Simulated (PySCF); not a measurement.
**Static response to an electric field**

C5H10Ge.
SMILES with atom numbers: `[CH3:1][GeH:2]1[CH2:3][CH:4]=[CH:5][CH2:6]1` (hydrogens: H7, H8, H9 on C1; H10 on Ge2; H11, H12 on C3; H13 on C4; H14 on C5; H15, H16 on C6)

Geometry (GFN2-xTB, Å), atoms numbered from 1 in this order:
```xyz
16
C5H10Ge angstrom
C      2.292    0.661    0.157
Ge     0.767   -0.459   -0.430
C     -0.723    0.566   -1.263
C     -1.851    0.389   -0.290
C     -1.705   -0.370    0.782
C     -0.410   -1.075    1.053
H      1.928    1.474    0.779
H      3.003    0.077    0.733
H      2.812    1.087   -0.696
H      1.274   -1.593   -1.302
H     -1.013    0.189   -2.245
H     -0.497    1.626   -1.388
H     -2.780    0.903   -0.499
H     -2.509   -0.507    1.493
H     -0.032   -0.803    2.041
H     -0.565   -2.154    1.063
```

Level: PBE0/def2-SVPD (PySCF), static field, nuclei fixed, core orbitals frozen in the response. The polarisability tensor in these axes (au):

```
x   96.52 -0.72 -1.46
y   -0.72 78.33 -7.80
z   -1.46 -7.80 84.17
```

Diagonalise the tensor; give its mean and Δα, where Δα² is half the sum of the squared differences of the eigenvalues.

Principal values 72.83, 89.50 and 96.69 au; mean 86.34 au = 12.79 Å³ = 14.24 × 10⁻⁴⁰ C²·m²/J; Δα = 21.20 au (25 % of the mean).

What is the dipole moment, and where does it point?

(0.30, 0.28, 0.16) D, 0.45 D in size, pointing from the negative to the positive side. Measured along this direction, the outermost atoms are H14, H13 and H16 at the negative end and H7 at the positive end.

Give the eigenvalues of the traceless quadrupole moment Θ = ½Σq(3rr − r²1), origin at the centre of nuclear charge.

-2.26, -0.16, 2.41 D·Å. The values depend on the origin, since the dipole doesn't vanish. The electronic extent ⟨r²⟩ about the same centre is 838 bohr², a root-mean-square distance of 1.81 Å for the 72 electrons.

How large is μ²/3kT at 273 K beside α?

In Gaussian units μ²/3kT = 1.76 Å³ against 12.79 Å³, a ratio of 0.14; the Debye molar polarisation (4π/3)N_A(α + μ²/3kT) is 36.7 cm³/mol, leaving out the vibrational part.

Rayleigh depolarisation ratio (linearly polarised light, static tensor)?

ρ = 3Δα²/(45ᾱ² + 4Δα²) = 1348.3/(335465 + 1797.7) = 0.004.

Form Σ f/ω² (atomic units) for the 6 lowest TDDFT singlets, given as eV and f, and set it beside the mean polarisability, which is this sum over all singlets: 6.55, 0.0018; 7.01, 0.0128; 7.02, 0.0041; 7.03, 0.0003; 7.14, 0.1362; 7.40, 0.0073.

They add up to 2.37 au, 2.7 % of the 86.34 au; the largest single term is 1.98 au, from the state at 7.14 eV. Terms in order: 0.03, 0.19, 0.06, 0.00, 1.98, 0.10 au. Higher excitations give the rest. The strengths listed sum to 0.163.

Isolated species at its GFN2-xTB geometry, gas phase. The calculation is non-relativistic, for germanium too.
